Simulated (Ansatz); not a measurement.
The lowest singlet and triplet of S2 (SMILES S=S); geometries from B3LYP-D3(BJ)/def2-TZVP, each state relaxed from the structure named, with no frequency check, low spin by broken symmetry.
Singlet (charge 0, multiplicity 1):
```
atom   x (Å)   y (Å)    z (Å)
----  ------  ------  -------
S     0.0000  0.0000  -0.9522
S     0.0000  0.0000   0.9522
```

```
level                                          gap E(singlet) − E(triplet), vertical, at the singlet's geometry (kcal/mol)  cost
---------------------------------------------  ---------------------------------------------------------------------------  ----
R-HF/cc-pV(D+d)Z                                                                                                     33.53     -
R-HF/cc-pV(T+d)Z                                                                                                     34.33     -
R-HF/cc-pV(Q+d)Z                                                                                                     34.36     -
R-SVWN5/def2-TZVPP                                                                                                   20.71  ×0.6
U-SVWN5/def2-TZVPP (spin-contaminated)                                                                                5.62    ×1
R-PBE/def2-TZVPP                                                                                                     22.75    ×1
U-PBE/def2-TZVPP (spin-contaminated)                                                                                  4.85    ×2
R-r2SCAN/def2-TZVPP                                                                                                  27.76    ×2
U-r2SCAN/def2-TZVPP (spin-contaminated)                                                                               6.46    ×5
R-B3LYP/def2-TZVPP                                                                                                   22.70    ×1
U-B3LYP/def2-TZVPP (spin-contaminated)                                                                                4.89    ×3
R-PBE0/def2-TZVPP                                                                                                    24.81    ×1
U-PBE0/def2-TZVPP (spin-contaminated)                                                                                 5.34    ×4
R-BHLYP/def2-TZVPP                                                                                                   25.35  ×0.8
U-BHLYP/def2-TZVPP (spin-contaminated)                                                                                5.42    ×3
U-wB97X-V/def2-TZVPP (spin-contaminated)                                                                              5.20    ×5
R-wB97M-V/def2-TZVPP                                                                                                 19.01    ×2
U-wB97M-V/def2-TZVPP (spin-contaminated)                                                                              6.27    ×5
R-MP2/cc-pV(D+d)Z                                                                                                    21.27     -
R-MP2/cc-pV(T+d)Z                                                                                                    19.12     -
R-MP2/cc-pV(Q+d)Z                                                                                                    18.04     -
R-SCS-MP2/cc-pV(D+d)Z                                                                                                17.36     -
R-SCS-MP2/cc-pV(T+d)Z                                                                                                15.17     -
R-SCS-MP2/cc-pV(Q+d)Z                                                                                                13.93     -
R-CCSD/cc-pV(D+d)Z                                                                                                   19.98     -
R-CCSD/cc-pV(T+d)Z                                                                                                   19.49     -
R-CCSD/cc-pV(Q+d)Z                                                                                                   19.00     -
R-CCSD(T)/cc-pV(D+d)Z                                                                                                18.52    ×1
R-CCSD(T)/cc-pV(T+d)Z                                                                                                17.79    ×2
R-CCSDT/cc-pV(D+d)Z                                                                                                  17.05     -
R-CCSDT(Q)/cc-pV(D+d)Z                                                                                               15.08   ×10
SA-CASSCF(12,8)/cc-pV(D+d)Z                                                                                          14.54     -
SA-CASSCF(12,8)/cc-pV(T+d)Z                                                                                          14.27     -
SA-CASSCF(12,8)/cc-pV(Q+d)Z                                                                                          14.18     -
SC-NEVPT2 on SA-CASSCF(12,8)/cc-pV(D+d)Z                                                                             14.34     -
SC-NEVPT2 on SA-CASSCF(12,8)/cc-pV(Q+d)Z                                                                             12.99     -
FIC-NEVPT4(SD) on SA-CASSCF(12,8)/cc-pV(D+d)Z                                                                        14.32     -
FIC-MRCISD+Q on SA-CASSCF(12,8)/cc-pV(D+d)Z                                                                          14.17     -
FIC-MRCISD+Q on SA-CASSCF(12,8)/cc-pV(T+d)Z                                                                          13.09     -
FIC-MRCISD+Q on SA-CASSCF(12,8)/cc-pV(Q+d)Z                                                                          12.61     -
```

The rows run from 4.85 (U-PBE/def2-TZVPP (spin-contaminated)) to 34.36 kcal/mol (R-HF/cc-pV(Q+d)Z). In cc-pV(T+d)Z the value moves R-HF 34.33, R-MP2 19.12, R-CCSD 19.49, R-CCSD(T) 17.79, a shift of -16.54 from R-HF to R-CCSD(T). From cc-pV(D+d)Z to cc-pV(T+d)Z R-CCSD(T) changes by -0.73. The 7 R-functionals in def2-TZVPP without D3 or D4 span 8.75, from R-wB97M-V to R-r2SCAN.

A positive gap puts the triplet lower; no zero-point energy. R- takes a restricted singlet, here one determinant of a half-filled degenerate or near-degenerate pair, which mixes singlet states. U- takes an unrestricted singlet (broken symmetry where lower, unprojected). The triplet is unrestricted in single-reference levels. Active spaces average the two states.

Frozen-core correlation.

Doubts at one or more of the structures used: a restricted determinant that unrestricted orbitals would lower (R-HF/cc-pV(D+d)Z, R-HF/cc-pV(T+d)Z, R-HF/cc-pV(Q+d)Z, R-SVWN5/def2-TZVPP, R-PBE/def2-TZVPP, R-r2SCAN/def2-TZVPP, R-B3LYP/def2-TZVPP, R-PBE0/def2-TZVPP, R-BHLYP/def2-TZVPP, R-wB97M-V/def2-TZVPP, R-MP2/cc-pV(D+d)Z, R-MP2/cc-pV(T+d)Z, R-MP2/cc-pV(Q+d)Z, R-SCS-MP2/cc-pV(D+d)Z, R-SCS-MP2/cc-pV(T+d)Z, R-SCS-MP2/cc-pV(Q+d)Z, R-CCSD/cc-pV(D+d)Z, R-CCSD/cc-pV(T+d)Z, R-CCSD/cc-pV(Q+d)Z, R-CCSD(T)/cc-pV(D+d)Z, R-CCSD(T)/cc-pV(T+d)Z, R-CCSDT/cc-pV(D+d)Z, R-CCSDT(Q)/cc-pV(D+d)Z); other coupled-cluster roots lie near (R-CCSDT/cc-pV(D+d)Z, R-CCSDT(Q)/cc-pV(D+d)Z).

The values were computed with Ansatz (a first-principles code) with Gaussian orbitals. Values without a source in brackets are computed.

Costs are rough ratios of core time to R-PBE/def2-TZVPP (about 2.9 s over the structures, on one shared machine); a dash marks a level with no comparable run of its own.
